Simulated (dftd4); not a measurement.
C₇H₈, triplet, at a GFN2-xTB geometry (a higher spin typed on purpose: for a closed-shell molecule this is an excited state); D4 for revpbe in dftd4.

Here is a job for dftd4.
```
$ dftd4 mol.xyz --func revpbe --charge 0 --json dftd4.json --noedisp --grad

# file mol.xyz
15

C     -2.41329745    -0.07988166     0.18703580
C     -0.93769548    -0.08973789    -0.01115600
C     -0.16830396    -1.21044599     0.06749546
C      1.24228440    -1.12778057     0.06187205
C      1.88670494     0.14110991     0.07179033
C      1.15883073     1.27901925    -0.02123705
C     -0.24797862     1.15594959    -0.38486223
H     -2.68078738     0.60203239     0.99540568
H     -2.78452533    -1.07405650     0.42325820
H     -2.91196324     0.27871316    -0.71553583
H     -0.63272780    -2.16823916     0.26430746
H      1.82343269    -2.01346111     0.26355494
H      2.95202058     0.18246129     0.25284871
H      1.60722863     2.25620546     0.07300889
H     -0.49594530     1.52694861    -1.38247814
```

Problem. Predict the main parts of the log of this dftd4 run.

Solution. 
```
                    ____  _____ _____     ____  _  _
      -------------|  _ \|  ___|_   _|---|  _ \| || |------------
     |             | | | | |_    | | ___ | | | | || |_           |
     |             | |_| |  _|   | ||___|| |_| |__   _|          |
     |             |____/|_|     |_|     |____/   |_|            |
     |             ===================================           |
     |            E. Caldeweyher, S. Ehlert & S. Grimme          |
     |          Mulliken Center for Theoretical Chemistry        |
     |                    University of Bonn                     |
      -----------------------------------------------------------

Rational (Becke-Johnson) damping: revpbe-D4-ATM
---------------------
  s6         1.0000
  s8         1.7468
  s9         1.0000
  a1         0.5363
  a2         3.0726
 alp        16.0000
--------------------

Dispersion energy:      -4.6635210165615E-02 Eh

Gradient norm:           4.3052568482561E-03 Eh/a0
--------------------------------------------------
     #    Z           dE/dx      dE/dy      dE/dz
--------------------------------------------------
     1    6 C    -1.729E-03 -7.499E-06  2.336E-04
     2    6 C    -1.005E-03 -1.001E-04 -1.805E-05
     3    6 C     1.013E-06 -1.553E-03  9.314E-05
     4    6 C     9.673E-04 -1.243E-03  1.166E-04
     5    6 C     1.530E-03  1.220E-04  1.426E-04
     6    6 C     8.792E-04  1.372E-03 -6.314E-06
     7    6 C    -4.364E-05  1.384E-03 -5.366E-04
     8    1 H    -4.403E-04  7.381E-05  2.231E-04
     9    1 H    -4.810E-04 -4.984E-05  8.524E-05
    10    1 H    -5.168E-04 -2.052E-06 -7.757E-05
    11    1 H    -2.980E-05 -5.676E-04  5.085E-05
    12    1 H     2.851E-04 -4.191E-04  4.069E-05
    13    1 H     4.754E-04  3.488E-05  5.692E-05
    14    1 H     2.077E-04  4.516E-04  6.976E-05
    15    1 H    -1.003E-04  5.039E-04 -4.740E-04
--------------------------------------------------

Virial:
--------------------------------------------------
      component           x          y          z
--------------------------------------------------
          x       3.134E-02  8.060E-04 -1.419E-04
          y       8.060E-04  2.009E-02 -3.017E-03
          z      -1.419E-04 -3.017E-03  2.432E-03
--------------------------------------------------

[Info] Dispersion results written to 'dftd4.txt'
[Info] JSON dump of results written to 'dftd4.json'
```
